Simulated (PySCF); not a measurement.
C5H4F2O, SMILES C=C=C1CC(F)(F)O1.

The structure is a stationary point at B3LYP-D3(BJ)/def2-SVP. This is a generated structure with no PubChem entry under its InChIKey; it may be hypothetical.

Level of theory: TDA-PBE/def2-SVPD (PySCF 2.14.0).

Vertical excitations. The molecule is in vacuum. State labels are in the subgroup Cs.

```json
[
 {"state": "S1", "symmetry": "A\"", "energy (eV)": "4.24", "λ (nm)": "293", "f": "0.000", "main pairs": "HOMO→LUMO 100 %"},
 {"state": "S2", "symmetry": "A\"", "energy (eV)": "5.98", "λ (nm)": "207", "f": "0.000", "main pairs": "HOMO→LUMO+2 100 %"},
 {"state": "S3", "symmetry": "A\"", "energy (eV)": "6.39", "λ (nm)": "194", "f": "0.000", "main pairs": "HOMO→LUMO+3 99 %"},
 {"state": "S4", "symmetry": "A'", "energy (eV)": "6.55", "λ (nm)": "189", "f": "0.033", "main pairs": "HOMO→LUMO+1 52 %, HOMO−1→LUMO 21 %, HOMO−2→LUMO 12 %"},
 {"state": "S5", "symmetry": "A\"", "energy (eV)": "6.58", "λ (nm)": "188", "f": "0.000", "main pairs": "HOMO−1→LUMO+1 99 %"},
 {"state": "S6", "symmetry": "A'", "energy (eV)": "6.78", "λ (nm)": "183", "f": "0.000", "main pairs": "HOMO−2→LUMO 87 %"},
 {"state": "T1", "symmetry": "A\"", "energy (eV)": "3.83", "λ (nm)": "324", "f": "0", "main pairs": "HOMO→LUMO 100 %"},
 {"state": "T2", "symmetry": "A'", "energy (eV)": "4.29", "λ (nm)": "289", "f": "0", "main pairs": "HOMO−1→LUMO 75 %, HOMO→LUMO+1 23 %"}
]
```
Triplets are in the Tamm–Dancoff approximation.
